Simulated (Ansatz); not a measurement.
System: As2, charge 0, singlet. As2 (λ1-arsanylarsenic, SMILES [As]#[As]).
B3LYP-D3(BJ)/def2-TZVP minimum from Ansatz (a first-principles code):
```xyz
2

As     0.0000     0.0000    -1.0521
As     0.0000     0.0000     1.0521
```
Charge 0, spin multiplicity 1.

Total energies in cc-pV5Z, 10 correlated electrons, 28 frozen orbitals. Open shells are spin-unrestricted; no spin-orbit coupling. Correlated methods leave the cores frozen (noble-gas shells, and filled d and f shells in the p block). No relativity. The restricted determinant of As2 ([As]#[As], singlet) is unstable towards broken spin symmetry in at least one set run.

| method | program | energy (Eh) | minus CCSDT(Q) (mEh) |
|---|---|---|---|
| HF | Ansatz | -4468.49872 | 311.35 |
| MP2 | Ansatz | -4468.78139 | 28.67 |
| CCSD | Ansatz | -4468.78581 | 24.25 |
| CCSD(T) | Ansatz | -4468.80739 | 2.68 |
| CCSDT(Q) | Ansatz | -4468.81007 | 0.00 |

Rough core times of Ansatz's runs on a shared machine: CCSD(T) 50 s, CCSDT(Q) 40 min.
